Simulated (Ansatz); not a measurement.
cyclo-(SbH)3 (Sb₃H₃). Charge 0, multiplicity 1. Geometry relaxed at PBE-D4/def2-SVP.

```xyz
6

Sb    1.6550   -0.0242    0.8921
Sb   -0.9776   -1.2044    1.0624
Sb   -0.6939    1.6363    0.6132
H     1.7238   -0.3015   -0.8184
H    -1.0004   -1.5226   -0.6423
H    -0.7069    1.4165   -1.1070
```

In the def2 sets Sb takes a core potential; there is no spin–orbit coupling.

Q: Estimate the harmonic wavenumbers at RKS PBE-D4/def2-SVP (Ansatz, unscaled). Is this a minimum?

A: 145, 145, 200, 396, 397, 468, 513, 539, 539, 1870, 1870, 1888 cm⁻¹. Yes, no mode is imaginary beyond noise. Zero-point energy 53.7 kJ/mol. Hardware: 4 threads of AMD EPYC on a shared host. Wall time 59 s.
